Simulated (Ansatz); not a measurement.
```yaml
crystal:
  periodic: [false, false, false]
  atoms:
    - {symbol: F, position_ang: [-0.123272, -0.538505, 1.475137]}
    - {symbol: C, position_ang: [1.314222, 0.259241, 0.635758]}
    - {symbol: O, position_ang: [0.918032, 0.284138, -0.985268]}
    - {symbol: Ga, position_ang: [-1.302547, -0.329848, -0.990109]}
    - {symbol: F, position_ang: [-2.616171, 1.379347, -0.617849]}
    - {symbol: H, position_ang: [1.392258, 1.486533, 1.238024]}
    - {symbol: H, position_ang: [2.374689, -0.547863, 0.946656]}
    - {symbol: H, position_ang: [-1.957210, -1.993018, -1.702349]}
basis:
  gaussian: {orbitals: 6-31G, fitting: {mean_field: cc-pVTZ-jkfit}}
magnetization: {spin_polarized: true, initial_magnetization: 0}
hamiltonian: {xc: {name: wB97}}
output: {forces: true}
```

```sh
$ ansatz run in.yaml --threads 4 --pin off --events-out ev --progress --plain --max-ram 10444MiB
```

It prints (some lines left out):

```
Functional definition: wB97
613 factors; integrals over basis functions are off by at most 2.5e-2 eV
613 factors; integrals over basis functions are off by at most 4.7e-5 eV
mean field evaluation 1: about -60919.4413 eV, gradient 5.0e1 eV
mean field evaluation 2: about -60902.8250 eV, gradient 8.7e1 eV
mean field evaluation 4: about -60930.1622 eV, gradient 5.3e0 eV
mean field evaluation 8: about -60930.2632 eV, gradient 1.2e-1 eV
mean field evaluation 16: about -60930.2633 eV, gradient 4.5e-5 eV
mean field -60930.26331054 eV, -2239.1458766466 hartree, gradient 4.5e-5 eV, S^2 0.000000; 0 other end points of the search recorded, 0 dependent functions left out
reference -60930.26329582 eV, -2239.1458761055 hartree; 33, 33 occupied and 38, 38 virtual orbitals, 613 factors
Total energy: -60930.26329582 eV, -2239.1458761055 hartree
Atom 0 at    -0.123272    -0.538505     1.475137 Å, force     2.484950     1.702350    -2.761480 eV/Å
Atom 1 at     1.314222     0.259241     0.635758 Å, force    -0.061153     0.114637    -0.557234 eV/Å
Atom 2 at     0.918032     0.284138    -0.985268 Å, force    -1.875486    -1.029691     5.528989 eV/Å
Atom 3 at    -1.302547    -0.329848    -0.990109 Å, force     0.095462     1.939996     0.906295 eV/Å
Atom 4 at    -2.616171     1.379347    -0.617849 Å, force     2.818306    -3.657466    -0.813459 eV/Å
Atom 5 at     1.392258     1.486533     1.238024 Å, force    -0.559223    -4.375932    -2.212625 eV/Å
Atom 6 at     2.374689    -0.547863     0.946656 Å, force    -3.950694     2.690333    -1.224717 eV/Å
Atom 7 at    -1.957210    -1.993018    -1.702349 Å, force     1.047839     2.615773     1.134231 eV/Å
Dipole moment:     0.470218    -0.491259    -0.083472 e Å
```

Run time 1.7 s (4 threads of an Intel Xeon 6975P-C on a shared host); peak host memory 0.33 GiB.
